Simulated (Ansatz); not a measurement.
Species: GaH2, charge 1, multiplicity 1. 
Coordinates optimised at B3LYP-D3(BJ)/def2-TZVP (Ansatz, a program for electronic structure):
SMILES: [GaH2+]
```xyz
3

Ga     0.0000     0.0000     0.0000
H      0.0000     0.0000     1.5293
H      0.0000     0.0000    -1.5293
```
Charge +1, spin multiplicity 1.

Wanted: vertical electron affinity (to the doublet state of charge +0; a negative value means that the extra electron is unbound and the number depends on the basis; each state is the SCF solution reached for its spin), in eV. Valence correlation only, unless marked. UHF or UKS for open shells. No spin-orbit coupling. The frozen core is the preceding noble-gas configuration, with the filled d and f shells of earlier blocks. No relativistic terms. Basis-set limits of correlation are two-point, X^-3; Hartree-Fock from the larger set.

```csv
level,program,vertical electron affinity (eV)
SVWN5/def2-TZVPD,Ansatz,___
PBE/def2-TZVPD,Ansatz,6.26
r2SCAN/def2-TZVPD,Ansatz,___
B3LYP/def2-TZVPD,Ansatz,6.25
PBE0/def2-TZVPD,Ansatz,6.23
BHLYP/def2-TZVPD,Ansatz,___
wB97M-V/def2-TZVPD,Ansatz,6.09
wB97X-V/def2-TZVPD,Ansatz,6.05
wB97X/def2-TZVPD,Ansatz,6.02
CCSD/aug-cc-pVDZ,Ansatz,___
CCSD/def2-SVPD,Ansatz,5.94
CCSD/aug-cc-pVTZ,Ansatz,6.01
CCSD/def2-TZVPPD,Ansatz,5.98
CCSD/aug-cc-pVQZ,Ansatz,6.03
CCSD/def2-QZVPPD,Ansatz,6.02
"CCSD(T)/CBS(aug-cc-pVTZ,aug-cc-pVQZ)",Ansatz,6.07
```

Question: Some entries are withheld; supply them.

Answer: 
- SVWN5/def2-TZVPD, vertical electron affinity (eV): 6.37
- r2SCAN/def2-TZVPD, vertical electron affinity (eV): 6.38
- BHLYP/def2-TZVPD, vertical electron affinity (eV): 6.08
- CCSD/aug-cc-pVDZ, vertical electron affinity (eV): 5.95
